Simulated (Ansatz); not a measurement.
Mulliken charges of `[CH3][Sn]([F])([F])[F]` from r2SCAN/def2-TZVPP in Ansatz (PBE0-D4/def2-TZVP geometry).

| atom | x (Å) | y (Å) | z (Å) | charge (e) |
| --- | --- | --- | --- | --- |
| C1 | -1.034 | -0.075 | 0.605 | -0.461 |
| Sn2 | 0.777 | 0.042 | -0.456 | 1.449 |
| F3 | 2.090 | -1.207 | 0.108 | -0.461 |
| F4 | 0.610 | -0.262 | -2.322 | -0.461 |
| F5 | 1.645 | 1.726 | -0.330 | -0.461 |
| H6 | -1.456 | -1.068 | 0.462 | 0.132 |
| H7 | -0.829 | 0.102 | 1.660 | 0.132 |
| H8 | -1.710 | 0.685 | 0.217 | 0.132 |

Task: By hand: the dipole of these point charges (1 e Å = 4.8032 D).

Result: Σ q r = (-0.928, -0.060, 0.542) e Å, of length 1.076 e Å = 5.17 D.

Task: How does the dipole of the full density compare? (Best estimate.)

Result: Computed: (-0.830, -0.053, 0.485) e Å, 4.62 D; the point charges give 1.12 times that, at 0° from its direction.

Point charges leave out the atoms' own dipoles, such as those of lone pairs, and Mulliken's split depends on the basis, so the close match here is no proof of good charges.
